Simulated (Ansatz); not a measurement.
A nudged elastic band was laid between two geometries of CH3ClOSi (7 atoms, charge 0, multiplicity 1).

Theory: RKS PBE-D4/6-31G* in Ansatz 0.2.0.

```yaml
movable_images: 7
climbing_image: yes
spring: 5.0 eV/Å²
optimiser: quadratic models (default)
start_path: IDPP
force_threshold: 0.05 eV/Å
iteration_limit: 60
end_points: relaxed
```

Initial state:

```xyz
7
Properties=species:S:1:pos:R:3
C -0.100 0.858 -0.170
Si 0.255 -0.916 0.316
O 1.318 -1.414 1.318
Cl -1.015 -2.190 -0.705
H -0.924 0.932 -0.895
H -0.349 1.432 0.738
H 0.815 1.297 -0.602
```

Final state:

```xyz
7
Properties=species:S:1:pos:R:3
C -0.278 0.828 -0.109
Si 0.268 -0.914 0.312
O 0.243 -1.590 1.699
Cl 0.945 -1.866 -1.395
H -1.330 0.954 0.198
H 0.327 1.541 0.476
H -0.174 1.047 -1.181
```

(1) Which bonds break or form, and what moves?

(2) Give the energies along the band, and the barrier.

Results:

(1) No bond is made or broken. The dihedral H5–C1–Si2–Cl4 goes from 1 to 123°. The two ends are copies of one structure, up to a mirror image or an exchange of like atoms.

(2) The run converged. The highest image is number 0 of 0 to 8, 0.000 eV above the ends, which have the same energy within 2 meV. The highest image is an end point: on this band no image between the ends rises above it. Inner images lie up to 0.016 eV below the lower end, so the ends aren't the lowest states on this path.

```csv
image,path coordinate (Å),energy (eV),dihedral H5–C1–Si2–Cl4 (°)
0,0.00,0.000,1
1,0.38,-0.003,16
2,0.76,-0.008,31
3,1.14,-0.014,47
4,1.53,-0.016,63
5,1.91,-0.012,79
6,2.29,-0.006,95
7,2.67,-0.001,111
8,2.96,0.000,123
```

The run took 60 s on 1 thread of Arm Neoverse V1 (shared host), peak memory 0.13 GiB.
